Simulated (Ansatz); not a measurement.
Born–Oppenheimer molecular dynamics of GeH$_{6}$O (8 atoms, charge 0, multiplicity 1). It starts at the highest image of a converged band. Of that band: Neighbouring images differ by up to 2.6 eV, so the band resolves the path poorly. A vibrational analysis at the climbing image gives one clearly imaginary mode, 1709i cm⁻¹: a first-order saddle point.

All numbers below come from RHF/def2-SVP (Ansatz 0.2.0).

```
ensemble                      : NVE (velocity Verlet)
time step                     : 0.5 fs
steps asked                   : 200
starting velocities drawn for : 300 K
seed                          : 8936
```

First frame:

```xyz
8
Properties=species:S:1:pos:R:3
Ge 0.001 -0.033 -0.036
O 0.191 -0.290 1.909
H -0.548 -0.317 2.508
H 1.283 0.412 -0.727
H -0.843 1.245 0.209
H -0.920 -0.988 -0.791
H 0.979 -1.686 0.546
H 0.664 -1.228 1.520
```

(1) How far do the bonds stretch over the last three quarters of this one trajectory? (Pairs bonded in most of those frames.)

Results:

(1) 
```
  bond  mean (Å)  spread (Å)  shortest  longest
Ge1–O2     1.782       0.114      1.62     1.95
Ge1–H4     1.534       0.017      1.50     1.57
Ge1–H5     1.546       0.060      1.45     1.64
Ge1–H6     1.532       0.009      1.52     1.55
 O2–H3     0.947       0.017      0.91     0.98
 H7–H8     0.757       0.063      0.67     0.84
```

Mean temperature of the second half: 2922 K. The conserved energy stayed within 0.64 meV per atom of its start (net change -0.13 meV per atom), so the integration is sound. The kinetic energy rose, since the run started high on the potential surface and went downhill. It ends in pieces (GeH4O + H2), so much of that is their flight and rotation, not heat. A run of 0.1 ps of so small a system gives no equilibrium averages. The orbitals stay closed-shell, which can raise the energy where a bond breaks towards radicals; this wasn't checked here.

The run took 3.2 min on 1 thread of Arm Neoverse V1, on a shared host, peak memory 0.15 GiB.
